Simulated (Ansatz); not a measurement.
A run for Ansatz (a program for electronic structure): R-revPBE/def2-TZVPPD on CH2O (a complex). Files ending in .json are basis or fitting sets from the Basis Set Exchange.

Ansatz 0.2 input:
```yaml
crystal:
  periodic: [false, false, false]
  atoms:
    - {symbol: C, position_ang: [0.16870368, 0.34907248, -0.09199768]}
    - {symbol: O, position_ang: [-0.18374212, -0.40427055, -0.84922749]}
    - {symbol: H, position_ang: [0.13235489, 0.27802978, 3.01792610]}
    - {symbol: H, position_ang: [-0.05372971, -0.11734870, 3.62038648]}
basis:
  gaussian:
    orbitals: def2-TZVPPD.json
hamiltonian:
  xc: {name: revPBE}
scf: {lower_state_search: off}
```

Output:

```
WARN ansatz: RAYON_NUM_THREADS=1 ignored (pool sized by the plan → 1); use --threads N
Functional definition: revPBE
these checks for a lower state are left out or cut short: stability, starts, cluster_reference, orbital_swaps, neighbouring_geometries, increment
integrals: 0.02 GiB planned
476 factors; their error is unknown
mean field: 0.20 GiB planned
mean field evaluation 1: about -3113.4110 eV, gradient 3.8e1 eV
mean field evaluation 2: about -3105.0994 eV, gradient 7.9e1 eV
mean field evaluation 4: about -3115.8959 eV, gradient 1.7e0 eV
mean field evaluation 8: about -3115.8962 eV, gradient 3.4e-2 eV
mean field -3115.89619506 eV, -114.5070731380 hartree, gradient 6.9e-6 eV, S^2 0.000000; 0 other end points of the search recorded, 0 dependent functions left out
reference -3115.89624995 eV, -114.5070751553 hartree; 8, 8 occupied and 103, 103 virtual orbitals, 476 factors
Total energy: -3115.89624995 eV, -114.5070751553 hartree
Checks for a lower state left out: stability, starts, cluster_reference, orbital_swaps, neighbouring_geometries, increment
```

The calculation finished and met its thresholds.

Cost: around 0.5 core-seconds (rough).
